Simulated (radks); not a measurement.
Results of a calculation; reference values are marked as such.
Removal energies from the antimony ion Sb11+, [Kr] 4d4, by Delta-SCF beside the eigenvalue of the level emptied. Code: a radial shooting solver on a logarithmic mesh with Libxc functionals. Model: scalar-relativistic Kohn-Sham, PBEsol, spin-polarised, spherical densities, finite nucleus; Fermi nuclear charge, rms radius of each element as measured or else 0.836 A^(1/3) + 0.57 fm. Open shells are filled with parallel spins first.

[
 {"removed from": "4d", "final configuration": "[Kr] 4d3", "Delta-SCF (eV)": "240.46", "-eigenvalue (eV)": "228.04"},
 {"removed from": "4p", "final configuration": "[Ar] 3d10 4s2 4p5 4d4", "Delta-SCF (eV)": "310.19", "-eigenvalue (eV)": "297.36"},
 {"removed from": "4s", "final configuration": "[Ar] 3d10 4s1 4p6 4d4", "Delta-SCF (eV)": "360.57", "-eigenvalue (eV)": "347.19"},
 {"removed from": "3d", "final configuration": "[Ar] 3d9 4s2 4p6 4d4", "Delta-SCF (eV)": "763.01", "-eigenvalue (eV)": "734.23"}
]
